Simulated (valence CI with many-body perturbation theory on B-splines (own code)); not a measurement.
## E1 line list for Ba24+

Level of theory: valence CI with perturbative core correlation (CI+MBPT): four valence electrons over a frozen Dirac-Fock core [Ar] 3d10, radial functions for each j: 11 s, 11 p, 9 d, 7 f, 5 g, 2 h, 1 i, with the one-electron correlation potential Σ1, the two-electron term Σ2, the three-electron term Σ3, Breit, model QED; selected CI, second order for the rest (own B-spline code, finite nucleus).

No measured levels were compared; by estimate levels hold to about 250 cm⁻¹ or 0.2 % of their energy and the worst to 1 %, as in measured heavy ions of charge 2 to 7; those with d or f electrons hold less well.

Lines 51 to 100 of 223 in falling wavelength, among levels below 211.67 eV, chosen from the strongest by gf and those to the six lowest levels. Wavelengths and rates use the calculated energies, so an error of 2000 cm⁻¹ moves a line at 15.92 nm by 0.32 % and its rate by three times that or more. Electric multipoles are in the length gauge, E1 and E2 with the static RPA response of the core. Weak lines are less certain than strong ones. Lines between different terms over intervals too small for the method are left out, as are lines whose strength nearly cancels. Where a level lies close to another of its J and parity, the split of strength between their lines is uncertain. The highest levels of a list are the least certain.

Levels are named by their leading jj configuration (3d3/2^4 stands for four electrons in 3d with j = 3/2), which in mixed levels can hold well under half, so a name can repeat and another be missing. Letters in brackets count levels of one name in rising energy.

```
λ vac (nm)                           Upper                       Lower   A (s⁻¹)  S (a.u.) with core polarisation  S without
     15.92  (4s 4p1/2 4p3/2 4d5/2) J=4 [c]      (4s^2 4p1/2 4d5/2) J=3  2.92e+10                         5.24e-01   5.67e-01
     15.77  (4s 4p1/2 4p3/2 4d5/2) J=3 [c]      (4s^2 4p1/2 4d5/2) J=3  6.81e+09                         9.22e-02   9.97e-02
     15.66          (4s^2 4p1/2 4d5/2) J=3          (4s^2 4p3/2^2) J=2  6.24e+08                         8.29e-03   8.97e-03
     15.57  (4s 4p1/2 4p3/2 4d3/2) J=3 [b]      (4s^2 4p1/2 4d3/2) J=2  2.80e+10                         3.66e-01   3.96e-01
     15.56  (4s 4p1/2 4p3/2 4d3/2) J=2 [e]      (4s^2 4p1/2 4d3/2) J=1  3.00e+10                         2.79e-01   3.03e-01
     15.55  (4s 4p1/2 4p3/2 4d3/2) J=2 [d]      (4s^2 4p1/2 4d3/2) J=2  1.56e+10                         1.45e-01   1.56e-01
     15.52  (4s 4p1/2 4p3/2 4d3/2) J=0 [b]      (4s^2 4p1/2 4d3/2) J=1  3.21e+10                         5.92e-02   6.39e-02
     15.46  (4s 4p1/2 4p3/2 4d5/2) J=1 [a]      (4s^2 4p1/2 4d3/2) J=2  1.42e+10                         7.79e-02   8.41e-02
     15.46      (4s 4p1/2 4p3/2^2) J=1 [a]      (4s^2 4p1/2 4p3/2) J=2  7.67e+08                         4.19e-03   4.52e-03
     15.42      (4s 4p1/2 4p3/2^2) J=2 [b]      (4s^2 4p1/2 4p3/2) J=2  4.11e+10                         3.72e-01   4.03e-01
     15.42          (4s 4p1/2^2 4p3/2) J=1          (4s^2 4p1/2^2) J=0  3.77e+10                         2.05e-01   2.21e-01
     15.38          (4s 4p1/2 4p3/2^2) J=0      (4s^2 4p1/2 4p3/2) J=1  3.69e+10                         6.63e-02   7.15e-02
     15.35  (4s 4p1/2 4p3/2 4d5/2) J=3 [c]            (4s 4p3/2^3) J=2  4.72e+09                         5.90e-02   6.37e-02
     15.28                (4s 4p3/2^3) J=1          (4s^2 4p3/2^2) J=0  1.95e+10                         1.03e-01   1.11e-01
     15.23  (4s 4p1/2 4p3/2 4d5/2) J=3 [e]      (4s^2 4p1/2 4d5/2) J=2  6.29e+09                         7.68e-02   8.32e-02
     15.22  (4s 4p1/2 4p3/2 4d5/2) J=2 [b]      (4s^2 4p1/2 4d3/2) J=1  9.96e+09                         8.66e-02   9.37e-02
     15.17          (4s^2 4p1/2 4d3/2) J=1          (4s^2 4p3/2^2) J=2  1.63e+08                         8.44e-04   9.13e-04
     15.14          (4s^2 4p1/2 4d5/2) J=2          (4s^2 4p3/2^2) J=2  6.72e+09                         5.76e-02   6.22e-02
     15.11  (4s 4p1/2 4p3/2 4d5/2) J=1 [c]      (4s^2 4p1/2 4d5/2) J=2  2.82e+10                         1.44e-01   1.55e-01
     15.07  (4s 4p1/2 4p3/2 4d5/2) J=1 [c]      (4s^2 4p1/2 4d3/2) J=1  1.07e+10                         5.43e-02   5.85e-02
     14.97      (4s 4p1/2 4p3/2^2) J=1 [a]      (4s^2 4p1/2 4p3/2) J=1  4.97e+10                         2.47e-01   2.66e-01
     14.95           (4p1/2^2 4p3/2^2) J=0      (4s 4p1/2^2 4p3/2) J=1  5.38e+10                         8.88e-02   9.58e-02
     14.93      (4s 4p3/2^2 4d3/2) J=1 [a]      (4s^2 4p1/2 4d3/2) J=1  1.68e+10                         8.27e-02   8.92e-02
     14.93      (4s 4p1/2 4p3/2^2) J=2 [b]      (4s^2 4p1/2 4p3/2) J=1  1.01e+09                         8.28e-03   8.92e-03
     14.92             (4p1/2 4p3/2^3) J=2      (4s 4p1/2 4p3/2^2) J=3  9.00e+09                         7.38e-02   7.98e-02
     14.77  (4s 4p1/2 4p3/2 4d5/2) J=2 [d]      (4s^2 4p1/2 4d5/2) J=2  3.04e+10                         2.42e-01   2.61e-01
     14.74  (4s 4p1/2 4p3/2 4d5/2) J=3 [e]      (4s^2 4p1/2 4d5/2) J=3  5.04e+10                         5.57e-01   6.02e-01
     14.58           (4p1/2^2 4p3/2^2) J=2      (4s 4p1/2^2 4p3/2) J=2  1.22e+10                         9.34e-02   1.01e-01
     14.54  (4s 4p1/2 4p3/2 4d5/2) J=2 [c]      (4s^2 4p1/2 4d5/2) J=3  8.53e+10                         6.47e-01   6.98e-01
     14.44  (4s 4p1/2 4p3/2 4d3/2) J=1 [c]      (4s^2 4p1/2 4d3/2) J=2  6.51e+10                         2.90e-01   3.13e-01
     14.43      (4s 4p1/2 4p3/2^2) J=1 [b]      (4s^2 4p1/2 4p3/2) J=2  1.20e+11                         5.34e-01   5.77e-01
     14.39             (4p1/2 4p3/2^3) J=1  (4s 4p1/2 4p3/2^2) J=2 [a]  1.46e+10                         6.42e-02   6.94e-02
     14.33  (4s 4p1/2 4p3/2 4d3/2) J=2 [b]      (4s 4p1/2 4p3/2^2) J=3  2.13e+10                         1.55e-01   1.67e-01
     14.31  (4s 4p1/2 4p3/2 4d5/2) J=2 [d]      (4s^2 4p1/2 4d5/2) J=3  1.74e+10                         1.26e-01   1.36e-01
     14.20                (4s 4p3/2^3) J=1          (4s^2 4p3/2^2) J=2  1.13e+11                         4.80e-01   5.18e-01
     14.16          (4s 4p3/2^2 4d3/2) J=2      (4s^2 4p1/2 4d5/2) J=2  1.99e+10                         1.40e-01   1.51e-01
     14.07      (4s 4p3/2^2 4d3/2) J=1 [b]      (4s^2 4p1/2 4d3/2) J=1  1.29e+10                         5.33e-02   5.75e-02
     14.00      (4s 4p1/2 4p3/2^2) J=1 [b]      (4s^2 4p1/2 4p3/2) J=1  3.54e+10                         1.44e-01   1.55e-01
     13.79  (4s 4p1/2 4p3/2 4d3/2) J=2 [e]      (4s^2 4p1/2 4d3/2) J=2  3.20e+10                         2.07e-01   2.24e-01
     13.74          (4s 4p3/2^2 4d3/2) J=2      (4s^2 4p1/2 4d5/2) J=3  7.20e+09                         4.61e-02   4.98e-02
     13.70  (4s 4p1/2 4p3/2 4d3/2) J=3 [b]  (4s 4p1/2 4p3/2^2) J=2 [b]  5.83e+09                         5.18e-02   5.63e-02
     13.65  (4s 4p1/2 4p3/2 4d3/2) J=1 [a]  (4s 4p1/2 4p3/2^2) J=2 [a]  2.34e+10                         8.81e-02   9.48e-02
     13.61  (4s 4p1/2 4p3/2 4d5/2) J=1 [a]  (4s 4p1/2 4p3/2^2) J=2 [b]  4.24e+10                         1.59e-01   1.71e-01
     13.59  (4s 4p1/2 4p3/2 4d3/2) J=1 [c]  (4s 4p1/2 4p3/2^2) J=1 [b]  2.25e+10                         8.36e-02   8.98e-02
     13.58          (4s^2 4p1/2 4d3/2) J=2      (4s^2 4p1/2 4p3/2) J=2  3.26e+10                         2.02e-01   2.17e-01
     13.52  (4s 4p1/2 4p3/2 4d5/2) J=2 [b]      (4s^2 4p1/2 4d3/2) J=2  1.26e+10                         7.67e-02   8.26e-02
     13.48          (4s 4p1/2^2 4d3/2) J=1      (4s 4p1/2^2 4p3/2) J=2  1.74e+09                         6.31e-03   6.77e-03
     13.33  (4s 4p1/2 4p3/2 4d5/2) J=2 [c]      (4s^2 4p1/2 4d3/2) J=2  1.99e+10                         1.17e-01   1.25e-01
     13.21          (4s^2 4p3/2 4d3/2) J=1          (4s^2 4p3/2^2) J=0  1.85e+09                         6.31e-03   6.82e-03
     13.20          (4s^2 4p1/2 4d3/2) J=2      (4s^2 4p1/2 4p3/2) J=1  2.30e+09                         1.31e-02   1.40e-02
```
